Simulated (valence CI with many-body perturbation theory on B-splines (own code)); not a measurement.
# Cs24+: calculated level list

Level of theory: configuration interaction combined with many-body perturbation theory (CI+MBPT): three valence electrons over a frozen Dirac-Fock core [Ar] 3d10, radial functions for each j: 11 s, 11 p, 10 d, 8 f, 5 g, 2 h, with the one-electron correlation potential Σ1, the two-electron term Σ2, the three-electron term Σ3, Breit, model QED; selected CI, second order for the rest, scaled by the run's own slope (own B-spline code, finite nucleus).

No measured levels were compared; by estimate levels hold to about 250 cm⁻¹ or 0.2 % of their energy and the worst to 1 %, as in measured heavy ions of charge 2 to 7; those with d or f electrons hold less well.

Levels 46 to 90 of 177, with energies above the lowest level, (4s^2 4p1/2) J=1/2. "Leading %" is the weight of the configuration and term that name the level; weights of strongly mixed levels are sums over their largest components and can fall short, so below about 35 % the name and the second component can differ from the true leading terms, or belong to a minority configuration. In the jj column 3d3/2^4 stands for four electrons in 3d with j = 3/2. Lifetimes count E1, E2, E3, M1 and M2 decay at the calculated energies, and are blank where another channel may lead or the interval is too uncertain; long ones can be off by a factor of two.

| No. | Configuration | Term | J | E (eV) | Leading % | g | Lifetime | Leading jj |
| --- | --- | --- | --- | --- | --- | --- | --- | --- |
| 46 | 4p2.4d | 2P | 3/2 | 233.33 | 35 | 0.985 | 10.3 ps | 4p1/2 4p3/2 4d3/2 (92 %) |
| 47 | 4p2.4d | 2G | 7/2 | 233.46 | 34 | 1.083 | 26.0 ps | 4p1/2 4p3/2 4d3/2 (84 %) |
| 48 | 4p2.4d | 4D | 1/2 | 233.75 | 83 | 0.130 | 11.4 ps | 4p1/2 4p3/2 4d3/2 (98 %) |
| 49 | 4p2.4d | 4F | 7/2 | 235.97 | 42 | 1.299 | 18.8 ps | 4p1/2 4p3/2 4d5/2 (96 %) |
| 50 | 4p2.4d | 2G | 9/2 | 238.29 | 51 | 1.213 | 24.5 ps | 4p1/2 4p3/2 4d5/2 (93 %) |
| 51 | 4p2.4d | 2P | 3/2 | 239.61 | 38 | 1.183 | 6.85 ps | 4p1/2 4p3/2 4d5/2 (78 %) |
| 52 | 4p2.4d | 4D | 5/2 | 239.83 | 26 | 1.214 | 7.18 ps | 4p1/2 4p3/2 4d5/2 (76 %) |
| 53 | 4p2.4d | 2G | 7/2 | 243.12 | 40 | 1.059 | 10.4 ps | 4p1/2 4p3/2 4d5/2 (65 %) |
| 54 | 4p2.4d | 2D | 5/2 | 243.23 | 39 | 1.339 | 3.24 ps | 4p1/2 4p3/2 4d5/2 (47 %) |
| 55 | 4p2.4d | 4P | 3/2 | 243.66 | 45 | 1.392 | 3.09 ps | 4p1/2 4p3/2 4d3/2 (73 %) |
| 56 | 4p2.4d | 4P | 1/2 | 244.21 | 45 | 1.927 | 3.19 ps | 4p1/2 4p3/2 4d3/2 (85 %) |
| 57 | 4p2.4d | 2D | 5/2 | 247.00 | 40 | 1.082 | 3.73 ps | 4p1/2 4p3/2 4d5/2 (47 %) |
| 58 | 4p2.4d | 2D | 3/2 | 249.75 | 74 | 0.866 | 6.69 ps | 4p1/2 4p3/2 4d5/2 (76 %) |
| 59 | 4p2.4d | 2P | 1/2 | 250.39 | 74 | 0.902 | 4.32 ps | 4p1/2 4p3/2 4d5/2 (79 %) |
| 60 | 4p2.4d | 4D | 7/2 | 254.62 | 47 | 1.280 | 14.7 ps | 4p3/2^2 4d5/2 (90 %) |
| 61 | 4p2.4d | 4F | 9/2 | 255.27 | 47 | 1.226 | 21.5 ps | 4p3/2^2 4d5/2 (83 %) |
| 62 | 4p2.4d | 2P | 1/2 | 256.19 | 58 | 1.060 | 4.86 ps | 4p3/2^2 4d3/2 (51 %) |
| 63 | 4p2.4d | 2D | 3/2 | 257.31 | 41 | 1.163 | 3.23 ps | 4p3/2^2 4d3/2 (86 %) |
| 64 | 4p2.4d | 2D | 5/2 | 257.65 | 26 | 1.211 | 3.28 ps | 4p3/2^2 4d3/2 (67 %) |
| 65 | 4p2.4d | 2F | 7/2 | 259.25 | 47 | 1.102 | 3.77 ps | 4p3/2^2 4d3/2 (52 %) |
| 66 | 4s.4p.4f | 4G | 5/2 | 260.77 | 64 | 0.737 | 5.66 ps | 4s 4p1/2 4f5/2 (82 %) |
| 67 | 4s.4p.4f | 4G | 7/2 | 261.73 | 35 | 1.134 | 6.61 ps | 4s 4p1/2 4f7/2 (70 %) |
| 68 | 4s.4p.4f | 4F | 3/2 | 263.00 | 56 | 0.525 | 6.89 ps | 4s 4p1/2 4f5/2 (62 %) |
| 69 | 4s.4p.4f | 4G | 9/2 | 263.95 | 35 | 1.218 | 8.29 ps | 4s 4p1/2 4f7/2 (78 %) |
| 70 | 4s.4p.4f | 4F | 5/2 | 264.15 | 30 | 1.021 | 6.15 ps | 4s 4p1/2 4f5/2 (51 %) |
| 71 | 4p2.4d | 2S | 1/2 | 264.57 | 45 | 1.972 | 3.49 ps | 4p3/2^2 4d5/2 (53 %) |
| 72 | 4p2.4d | 2P | 3/2 | 265.50 | 47 | 1.150 | 3.76 ps | 4p3/2^2 4d5/2 (43 %) |
| 73 | 4s.4p.4f | 4D | 7/2 | 265.61 | 35 | 1.204 | 4.72 ps | 4s 4p1/2 4f7/2 (60 %) |
| 74 | 4p2.4d | 2D | 5/2 | 266.78 | 79 | 1.197 | 9.80 ps | 4p3/2^2 4d5/2 (90 %) |
| 75 | 4s.4p.4f | 2G | 7/2 | 269.30 | 53 | 0.956 | 6.99 ps | 4s 4p1/2 4f7/2 (32 %) |
| 76 | 4p2.4d | 2D | 3/2 | 269.42 | 59 | 0.908 | 3.36 ps | 4p3/2^2 4d3/2 (37 %) |
| 77 | 4p2.4d | 2D | 5/2 | 270.54 | 41 | 1.124 | 3.17 ps | 4p3/2^2 4d5/2 (67 %) |
| 78 | 4s.4p.4f | 2F | 5/2 | 271.67 | 36 | 0.990 | 3.74 ps | 4s 4p1/2 4f7/2 (44 %) |
| 79 | 4s.4d2 | 4F | 3/2 | 273.47 | 73 | 0.500 | 2.28 ps | 4s 4d3/2^2 (53 %) |
| 80 | 4s.4d2 | 4F | 5/2 | 273.64 | 68 | 1.095 | 2.76 ps | 4s 4d3/2 4d5/2 (49 %) |
| 81 | 4s.4d2 | 4F | 7/2 | 273.81 | 72 | 1.236 | 3.55 ps | 4s 4d3/2 4d5/2 (64 %) |
| 82 | 4s.4d2 | 4F | 9/2 | 275.22 | 61 | 1.287 | 5.95 ps | 4s 4d5/2^2 (59 %) |
| 83 | 4s.4d2 | 4P | 1/2 | 276.59 | 95 | 2.637 | 2.58 ps | 4s 4d3/2^2 (55 %) |
| 84 | 4s.4d2 | 2G | 9/2 | 277.05 | 45 | 1.136 | 6.91 ps | 4s 4d3/2 4d5/2 (43 %) |
| 85 | 4s.4d2 | 4P | 3/2 | 277.74 | 94 | 1.686 | 2.78 ps | 4s 4d3/2 4d5/2 (93 %) |
| 86 | 4s.4d2 | 4P | 5/2 | 278.13 | 73 | 1.472 | 2.75 ps | 4s 4d3/2 4d5/2 (67 %) |
| 87 | 4s.4p.4f | 4G | 11/2 | 280.07 | 100 | 1.272 | 6.14 ps | 4s 4p3/2 4f7/2 (100 %) |
| 88 | 4s.4d2 | 2G | 7/2 | 280.18 | 42 | 0.972 | 4.18 ps | 4s 4d3/2 4d5/2 (27 %) |
| 89 | 4s.4d2 | 2D | 3/2 | 280.78 | 59 | 0.819 | 3.05 ps | 4s 4d5/2^2 (26 %) |
| 90 | 4s.4d2 | 2D | 5/2 | 281.89 | 32 | 1.192 | 3.37 ps | 4s 4d5/2^2 (46 %) |
